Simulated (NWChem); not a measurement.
F₂Mg

```
Mg
F 1 1.7682
F 1 1.7682 2 180.00
```
Charge 0, spin multiplicity 1.

Program: NWChem. The geometry was optimised at PBE/def2-SVP, a minimum by its harmonic frequencies.

The structure started from a generated list of species. The stability of the SCF solutions was not checked. Open-shell Hartree-Fock references start from PBE0 orbitals.

Worked example. At HF/def2-TZVP the molecule has a total energy of -398.70570 Ha and the free atoms (multiplicities Mg 1, F 2) F -99.41180, Mg -199.60663 Ha. The electronic atomisation energy is the atoms' sum less the molecule's energy.

1·(-199.60663) + 2·(-99.41180) = -398.43023 Ha for the atoms; less the molecule's energy this leaves 0.27547 Ha, or 172.9 kcal/mol (723 kJ/mol), without zero-point, thermal or spin-orbit terms.
